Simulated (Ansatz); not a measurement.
Consider the isomerisation: `C=C[CH2][Al]([F])[F]` → `C[CH]1[AlH][C]1(F)F`.

Computed with Ansatz on PBE0-D4/def2-TZVP structures; ΔE is electronic, products minus reactants. CCSD(T)/CBS is the MP2 limit (def2-TZVPP, def2-QZVPP) plus CCSD(T) − MP2 in def2-TZVPP, frozen cores. DFT in def2-TZVPP. Each species was taken in one conformer, which may not be the lowest.

```json
{"level": "B2PLYP", "ΔE (kcal/mol)": "145.1"}
{"level": "HF/def2-QZVPP", "ΔE (kcal/mol)": "150.9"}
```

**Question.** What does CCSD(T)/CBS give? (An estimate is asked.)

**Answer.** Ansatz gave: +146.4 kcal/mol. The listed levels differ from it by -1.3, 4.5 kcal/mol.

Largest T1 diagnostic among the species: 0.013.

From PBE to PBE0 (25 % exact exchange), in def2-TZVPP and without D4, ΔE moves by +3.7 kcal/mol.
